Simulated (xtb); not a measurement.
xtb job for Al(Cl)(H)(NHMe) (CH5AlClN), SMILES [NH]([AlH][Cl])C, GFN2-xTB. 

```
$ xtb mol.xyz --gfn 2 --sp --chrg 0 --uhf 0 --json
$ cat mol.xyz
9

Al     0.51086982    -0.13618117    -0.00000000
Cl    -0.21898109    -2.02103163     0.00000000
H      2.02096953     0.07681360     0.00000000
N     -0.50519883     1.32839134     0.00000000
C     -0.03220290     2.70869854     0.00000000
H     -1.52118005     1.30271885    -0.00000000
H     -0.37313618     3.24956835    -0.88789503
H     -0.37313619     3.24956835     0.88789503
H      1.05746292     2.69829317     0.00000000
```

It prints:

```
[banner left out]
          |                Calculation Setup                |
           -------------------------------------------------



           -------------------------------------------------
          |                 G F N 2 - x T B                 |
           -------------------------------------------------

        Reference                      10.1021/acs.jctc.8b01176
      * Hamiltonian:
        H0-scaling (s, p, d)           1.850000    2.230000    2.230000
        zeta-weighting                 0.500000
      * Dispersion:
        s8                             2.700000
        a1                             0.520000
        a2                             5.000000
        s9                             5.000000
      * Repulsion:
        kExp                           1.500000    1.000000
        rExp                           1.000000
      * Coulomb:
        alpha                          2.000000
        third order                    shell-resolved
        anisotropic                    true
        a3                             3.000000
        a5                             4.000000
        cn-shift                       1.200000
        cn-exp                         4.000000
        max-rad                        5.000000


          ...................................................
          :                      SETUP                      :
          :.................................................:
          :  # basis functions                  33          :
          :  # atomic orbitals                  31          :
          :  # shells                           15          :
          :  # electrons                        24          :
          :  max. iterations                   250          :
          :  Hamiltonian                  GFN2-xTB          :
          :  restarted?                      false          :
          :  GBSA solvation                  false          :
          :  PC potential                    false          :
          :  electronic temp.          300.0000000     K    :
          :  accuracy                    1.0000000          :
          :  -> integral cutoff          0.2500000E+02      :
          :  -> integral neglect         0.1000000E-07      :
          :  -> SCF convergence          0.1000000E-05 Eh   :
          :  -> wf. convergence          0.1000000E-03 e    :
          :  Broyden damping             0.4000000          :
          :  net charge                          0          :
          :  unpaired electrons                  0          :
          ...................................................

 iter      E             dE          RMSdq      gap      omega  full diag
   1    -13.3521452 -0.133521E+02  0.171E+01    3.60       0.0  T
   2    -13.4096876 -0.575424E-01  0.103E+01    4.45       1.0  T
   3    -13.4098900 -0.202387E-03  0.541E+00    3.42       1.0  T
   4    -13.4325038 -0.226138E-01  0.938E-01    3.96       1.0  T
   5    -13.4337446 -0.124081E-02  0.764E-01    4.02       1.0  T
   6    -13.4337814 -0.367587E-04  0.319E-01    3.87       1.0  T
   7    -13.4341628 -0.381426E-03  0.723E-02    3.95       1.0  T
   8    -13.4341545  0.834448E-05  0.729E-02    3.97       1.0  T
   9    -13.4341664 -0.119145E-04  0.142E-02    3.96       2.4  T
  10    -13.4341667 -0.339310E-06  0.481E-03    3.96       6.9  T
  11    -13.4341667 -0.111013E-07  0.194E-03    3.96      17.2  T
  12    -13.4341667  0.167794E-08  0.184E-03    3.96      18.1  T
  13    -13.4341667 -0.956539E-08  0.599E-04    3.96      55.7  T
  14    -13.4341667 -0.317915E-10  0.209E-04    3.96     159.6  T

   *** convergence criteria satisfied after 14 iterations ***

         #    Occupation            Energy/Eh            Energy/eV
      -------------------------------------------------------------
         1        2.0000           -1.0453201             -28.4446
       ...           ...                  ...                  ...
         6        2.0000           -0.4983274             -13.5602
         7        2.0000           -0.4701207             -12.7926
         8        2.0000           -0.4437177             -12.0742
         9        2.0000           -0.4429203             -12.0525
        10        2.0000           -0.4297346             -11.6937
        11        2.0000           -0.4167029             -11.3391
        12        2.0000           -0.3697768             -10.0621 (HOMO)
        13                         -0.2243333              -6.1044 (LUMO)
        14                         -0.1719345              -4.6786
        15                         -0.1051168              -2.8604
        16                         -0.0828066              -2.2533
        17                         -0.0802504              -2.1837
       ...                                ...                  ...
        31                          1.2299184              33.4678
      -------------------------------------------------------------
                  HL-Gap            0.1454435 Eh            3.9577 eV
             Fermi-level           -0.2970550 Eh           -8.0833 eV

 SCC (total)                   0 d,  0 h,  0 min,  0.005 sec
 SCC setup                      ...        0 min,  0.000 sec (  1.617%)
 Dispersion                     ...        0 min,  0.000 sec (  0.690%)
 classical contributions        ...        0 min,  0.000 sec (  0.292%)
 integral evaluation            ...        0 min,  0.001 sec ( 15.404%)
 iterations                     ...        0 min,  0.003 sec ( 54.093%)
 molecular gradient             ...        0 min,  0.001 sec ( 26.646%)
 printout                       ...        0 min,  0.000 sec (  1.121%)

         :::::::::::::::::::::::::::::::::::::::::::::::::::::
         ::                     SUMMARY                     ::
         :::::::::::::::::::::::::::::::::::::::::::::::::::::
         :: total energy             -13.320802314521 Eh    ::
         :: gradient norm              0.000161824026 Eh/a0 ::
         :: HOMO-LUMO gap              3.957718863495 eV    ::
         ::.................................................::
         :: SCC energy               -13.434165061130 Eh    ::
         :: -> isotropic ES            0.041455613697 Eh    ::
         :: -> anisotropic ES          0.005124589487 Eh    ::
         :: -> anisotropic XC          0.001775947000 Eh    ::
         :: -> dispersion             -0.004390045409 Eh    ::
         :: repulsion energy           0.113362746609 Eh    ::
         :: add. restraining           0.000000000000 Eh    ::
         :: total charge               0.000000000000 e     ::
         :::::::::::::::::::::::::::::::::::::::::::::::::::::

           -------------------------------------------------
          |                Property Printout                |
           -------------------------------------------------

    * Orbital Energies and Occupations

         #    Occupation            Energy/Eh            Energy/eV
      -------------------------------------------------------------
         1        2.0000           -1.0453201             -28.4446
         2        2.0000           -0.6239240             -16.9778
         3        2.0000           -0.5746457             -15.6369
         4        2.0000           -0.5265621             -14.3285
         5        2.0000           -0.5104220             -13.8893
         6        2.0000           -0.4983274             -13.5602
         7        2.0000           -0.4701207             -12.7926
         8        2.0000           -0.4437177             -12.0742
         9        2.0000           -0.4429203             -12.0525
        10        2.0000           -0.4297346             -11.6937
        11        2.0000           -0.4167029             -11.3391
        12        2.0000           -0.3697768             -10.0621 (HOMO)
        13                         -0.2243333              -6.1044 (LUMO)
        14                         -0.1719345              -4.6786
        15                         -0.1051168              -2.8604
        16                         -0.0828066              -2.2533
        17                         -0.0802504              -2.1837
        18                         -0.0070541              -0.1920
        19                          0.0256431               0.6978
        20                          0.0273243               0.7435
        21                          0.0300703               0.8183
        22                          0.0389303               1.0593
        23                          0.0713937               1.9427
       ...                                ...                  ...
        31                          1.2299184              33.4678
      -------------------------------------------------------------
                  HL-Gap            0.1454435 Eh            3.9577 eV
             Fermi-level           -0.2970550 Eh           -8.0833 eV

     #   Z          covCN         q      C6AA      α(0)
     1  13 Al       2.481     0.337    96.894    20.275
     2  17 Cl       0.769    -0.165   104.147    15.611
     3   1 H        0.885    -0.110     5.933     3.812
     4   7 N        2.550    -0.323    28.337     7.906
     5   6 C        3.722    -0.026    21.142     6.567
     6   1 H        0.861     0.171     1.269     1.764
     7   1 H        0.924     0.033     2.543     2.494
     8   1 H        0.924     0.033     2.543     2.494
     9   1 H        0.925     0.049     2.332     2.388

 Mol. C6AA /au·bohr⁶  :       1430.222566
 Mol. C8AA /au·bohr⁸  :      56384.281592
 Mol. α(0) /au        :         63.310301


Wiberg/Mayer (AO) data.
largest (>0.10) Wiberg bond orders for each atom

 ---------------------------------------------------------------------------
     #   Z sym  total        # sym  WBO       # sym  WBO       # sym  WBO
 ---------------------------------------------------------------------------
     1  13 Al   3.643 --     2 Cl   1.364     4 N    1.292     3 H    0.884
     2  17 Cl   1.452 --     1 Al   1.364
     3   1 H    0.988 --     1 Al   0.884
     4   7 N    3.307 --     1 Al   1.292     5 C    1.008     6 H    0.912
     5   6 C    3.984 --     4 N    1.008     7 H    0.980     8 H    0.980
                             9 H    0.979
     6   1 H    0.971 --     4 N    0.912
     7   1 H    0.998 --     5 C    0.980
     8   1 H    0.998 --     5 C    0.980
     9   1 H    0.998 --     5 C    0.979
 ---------------------------------------------------------------------------

Topologies differ in total number of bonds
Writing topology from bond orders to xtbtopo.mol

molecular dipole:
                 x           y           z       tot (Debye)
 q only:       -0.154       0.663      -0.000
   full:       -0.241       0.661      -0.000       1.788
molecular quadrupole (traceless):
                xx          xy          yy          xz          yz          zz
 q only:        0.080      -0.927      -0.393      -0.000      -0.000       0.313
  q+dip:        1.253      -1.994      -0.483      -0.000      -0.000      -0.770
   full:       -1.199      -1.552      -1.412      -0.000      -0.000       2.612


           -------------------------------------------------
          | TOTAL ENERGY              -13.320802314521 Eh   |
          | GRADIENT NORM               0.000161824026 Eh/α |
          | HOMO-LUMO GAP               3.957718863495 eV   |
           -------------------------------------------------

------------------------------------------------------------------------
------------------------------------------------------------------------
 total:
Note: The following floating-point exceptions are signalling: IEEE_UNDERFLOW_FLAG IEEE_DENORMAL
normal termination of xtb
 SCF:
```

The calculation finished and met its thresholds.

Cost: very roughly 0.03 core-seconds.
